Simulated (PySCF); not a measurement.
**Stationary points of BiBr3**

All numbers come from PBE in PySCF with Bi def2-SVP with ECP60, Br def2-SVP; scalar-relativistic core potentials, no spin–orbit coupling; density-fitted integrals.

Relaxations began from a few typed shapes. The search is not exhaustive: other isomers or separated fragments can lie lower, and high-lying points may rest on an excited occupation.

(1) Order these stationary points by electronic energy, lowest first, in kJ/mol from the lowest minimum.
A. singlet D3h: Bi–Br 2.708 Å (×3); Br–Bi–Br 120.0° (×3)
B. singlet C3v: Bi–Br 2.638 Å (×3); Br–Bi–Br 100.9° (×3)

(2) Which of them are minima?

Answers

(1) B (0.0), A (76.3).

(2) By energy in kJ/mol, 0.0: minimum; 76.3: not settled, its softest mode being under 30 cm⁻¹.

Counting electrons, bismuth keeps 2 of its valence electrons outside its bonds, so the VSEPR class is AX3E1 and the expected shape is trigonal pyramidal (C3v), as computed.

For the lowest minimum: spin–orbit coupling, left out here, can matter for elements this heavy.
